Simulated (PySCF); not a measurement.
## Electron correlation in Co (cobalt, neutral)

[Ar] 3d9, 2D determinant (an excited configuration). All numbers are calculated (PySCF 2.14, the spin-free X2C one-electron Hamiltonian (Gaussian nucleus), in x2c-TZVPPall (6s5p4d2f1g, 64 functions)). Frozen: [Ne]; 17 electrons correlated.

```csv
level,correlation energy (mhartree)
CCSD,-691.84
(T),-29.56
CCSD(T),-721.40
```

Diagnostics: T1 = 0.032, D1 = 0.1184, largest double amplitude 0.029.

**Question.** Is a single reference adequate?

**Answer.** Largely. T1 is above 0.03 while the doubles stay small, so the singles mainly relax the orbitals.

This basis was not built for core-valence correlation, so the inner-shell part is incomplete.
